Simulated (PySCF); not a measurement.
Computed shifts of a molecule C₂H₆FNSi₂, PBE0/pcSseg-1 (PySCF), GIAO, gas phase, equivalent atoms averaged, in ppm (number of nuclei): ¹⁵N: 17.6 (1). ²⁹Si: 44.5 (1), -3.4 (1). ¹³C: 188.7 (1), 181.8 (1). ¹⁹F: -209.6 (1). ¹H: 8.62 (1), 8.36 (1), 6.45 (1), 5.71 (1), 1.08 (1), 0.73 (1). References: ¹⁵N against NH3 (σ = 267.4 ppm); ²⁹Si against TMS (σ = 352.7 ppm); ¹³C against TMS (σ = 186.3 ppm); ¹⁹F against CFCl3 (σ = 167.2 ppm); ¹H against TMS (σ = 31.56 ppm), references at their B3LYP-D3(BJ)/def2-TZVP geometries, non-relativistic. Coordinates come from a B3LYP-D3(BJ)/def2-SVP optimisation. Other conformers were not sampled.

Problem. Which structure fits?
A) N[Si@@H]1C=C[Si@@H]1F
B) F[Si@]1([SiH3])C=NC1
C) C[Si@]1(F)N=C[SiH2]1
D) N[Si@@H]1C=C(F)[SiH2]1

Solution. A, N[Si@@H]1C=C[Si@@H]1F
